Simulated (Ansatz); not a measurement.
Geometry optimisation, RKS PBE0/def2-SVP (Ansatz).

input.yaml

```yaml
crystal:
  periodic: [false, false, false]
  atoms:
    - { symbol: C, position_ang: [-0.5786, -0.6959, 1.2397] }
    - { symbol: C, position_ang: [-0.0321, -0.0353, -0.0414] }
    - { symbol: "N", position_ang: [1.1401, -0.7742, -0.4399] }
    - { symbol: Te, position_ang: [-1.4105, -0.1224, -1.6385] }
    - { symbol: C, position_ang: [0.3317, 1.4028, 0.1968] }
    - { symbol: O, position_ang: [-0.5321, 2.2374, 0.5142] }
    - { symbol: H, position_ang: [0.1333, -0.6081, 2.0657] }
    - { symbol: H, position_ang: [-0.8589, -1.6959, 1.04] }
    - { symbol: H, position_ang: [-1.5424, -0.0888, 1.574] }
    - { symbol: H, position_ang: [1.9632, -0.15851, -0.46572] }
    - { symbol: H, position_ang: [1.3182, -1.54375, 0.22821] }
    - { symbol: H, position_ang: [-0.3834, 0.7048, -2.6926] }
    - { symbol: H, position_ang: [1.3111, 1.7685, 0.1142] }
basis:
  gaussian: { orbitals: def2-SVP }
hamiltonian:
  xc: pbe0
relax:
  f_tol: 0.015
  max_steps: 40
```

Run as:

```bash
$ ansatz run input.yaml --threads 2 --pin off --max-ram 3072MiB --backend cpu --events-out ev --progress --plain --runs-dir out
```

Where does it end, and by what steps?

The run converged. The force dipped under the threshold on the way, but the program's further checks kept it going. After 23 steps the energy has fallen by 1.042 eV; O6 moved furthest, 0.67 Å.

| step | energy less start (eV) | largest force component (eV/Å) | accepted |
| --- | --- | --- | --- |
| 0 | 0.0000 | 5.482 | yes |
| 1 | -0.4821 | 1.944 | yes |
| 2 | -0.6419 | 0.825 | yes |
| 3 | -0.6880 | 0.523 | yes |
| 4 | -0.7299 | 0.776 | yes |
| 5 | -0.8096 | 0.219 | yes |
| 6 | -0.8510 | 0.198 | yes |
| 7 | -0.8593 | 0.189 | yes |
| 8 | -0.8623 | 0.118 | yes |
| 9 | -0.8687 | 0.151 | yes |
| 10 | -0.8249 | 2.028 | no |
| 11 | -0.8775 | 0.423 | yes |
| 12 | -0.8913 | 1.266 | yes |
| 13 | -0.9994 | 0.390 | yes |
| 14 | -1.0086 | 0.214 | yes |
| 15 | -0.9865 | 0.683 | no |
| 16 | -1.0359 | 0.202 | yes |
| 17 | -1.0378 | 0.140 | yes |
| 18 | -1.0408 | 0.053 | yes |
| 19 | -1.0388 | 0.305 | no |
| 20 | -1.0412 | 0.039 | yes |
| 21 | -1.0415 | 0.012 | yes |
| 22 | -1.0416 | 0.011 | yes |
| 23 | -1.0416 | 0.009 | yes |

```xyz
13
Properties=species:S:1:pos:R:3
C -0.690 -0.637 1.285
C 0.093 -0.012 0.155
N 1.333 -0.636 -0.072
Te -1.314 -0.030 -1.681
C 0.264 1.480 0.311
O -0.299 2.150 1.133
H -0.093 -0.560 2.208
H -0.900 -1.698 1.089
H -1.635 -0.103 1.450
H 1.893 -0.186 -0.792
H 1.251 -1.627 -0.280
H -0.038 0.321 -2.695
H 0.995 1.928 -0.415
```

Whether the end is a true minimum wasn't checked by a vibrational analysis.

Run time: 3.1 min on 2 threads of Intel(R) Xeon(R) Platinum 8259CL CPU @ 2.50GHz (Skylake/Cascade Lake), with other jobs on the host, peak memory 0.42 GiB.
